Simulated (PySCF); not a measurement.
Series SiXY, Y = silyl, computed as singlets and as triplets. All species are isolated molecules in the gas phase. One relaxed conformer stands for each flexible species; it need not be the lowest. Strings in code marks are SMILES.

All values below come from PBE-D3(BJ)/def2-TZVP // PBE0-D3(BJ)/def2-TZVP (PySCF). 

```tsv
species	dipole moment (D)
X = ethynyl, multiplicity 1 (`C([Si][SiH3])#C` (lower singlet))	1.08
X = ethynyl, multiplicity 3 (`C#C[Si][SiH3]` (excited triplet))	…
X = mercapto, multiplicity 1 (`[SiH3][Si]S` (lower singlet; Si–Si–S–H torsion 180°))	–
X = vinyl, multiplicity 1 (`[Si](C=C)[SiH3]` (lower singlet; C–C–Si–Si torsion 151°))	–
X = isocyano, multiplicity 1 (`[C-]#[N+][Si][SiH3]` (lower singlet))	2.77
X = H, multiplicity 3 (`[SiH][SiH3]` (excited triplet))	0.20
```

Question: Fill in the missing entries.

Answer: 
- X = ethynyl, multiplicity 3 (`C#C[Si][SiH3]` (excited triplet)), dipole moment (D): 0.43
